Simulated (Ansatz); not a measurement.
Computed with Ansatz.

A structure relaxed at PBE0-D4/def2-TZVP, charge 0, multiplicity 1:

```
atom   x (Å)   y (Å)   z (Å)
  N1  -0.859  -0.053   1.129
 Si2  -0.126   0.131  -0.387
  S3   1.853   0.785   0.015
 Cl4  -0.004  -1.573  -1.556
  H5  -1.862  -0.043   1.220
  H6  -0.415  -0.581   1.863
  H7  -0.949   1.072  -1.173
  H8   2.363   0.262  -1.111
```

Problem. Give its formula and SMILES.

Solution. ClH4NSSi, `N[SiH](S)Cl`.

Problem. Summarise the bond lengths by kind.

Solution. 1 × N–Si 1.694 Å; 2 × H–N 1.007 Å; 1 × S–Si 2.123 Å; 1 × Cl–Si 2.069 Å; 1 × H–Si 1.477 Å; 1 × H–S 1.343 Å.
